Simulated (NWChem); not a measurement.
Molecule: MgSiH₃F; SMILES [Mg]([SiH3])[F]

```xyz
6

Mg    -0.0130     0.8557    -0.0002
F      0.1350     2.5942     0.0002
Si    -0.2305    -1.7007    -0.0007
H      0.4039    -2.3283    -1.1992
H     -1.6543    -2.1538     0.0051
H      0.4141    -2.3297     1.1916
```
Atoms are numbered in this order, from 1.

All runs: NWChem. Pople sets run with spherical d functions. Coordinates come from a B3LYP/6-31G* (spherical d) optimisation. GIAO values for the isolated, static molecule; σ is the absolute isotropic shielding, δ = σ(reference) − σ with the isolated reference molecule computed at the same levels (19F: trichlorofluoromethane, 1H: tetramethylsilane, 29Si: tetramethylsilane).

```csv
level,σ Mg1 (ppm),δ F2 (ppm),δ Si3 (ppm),δ H4 (ppm)
BHandHLYP/pcSseg-1,507.9,-199.9,-140.7,3.05
B3LYP/6-311G**,(withheld),(withheld),(withheld),(withheld)
Hartree-Fock/6-31G*,559.7,-116.4,-110.3,3.13
B3LYP/6-31G*,545.6,-147.8,-114.3,3.05
"LDA (Slater exchange, VWN5)/pcSseg-1",480.4,-207.0,-169.9,3.27
```

Fill in the missing entries.


- B3LYP/6-311G**, σ Mg1 (ppm): 503.3
- B3LYP/6-311G**, δ F2 (ppm): -175.7
- B3LYP/6-311G**, δ Si3 (ppm): -148.8
- B3LYP/6-311G**, δ H4 (ppm): 3.18
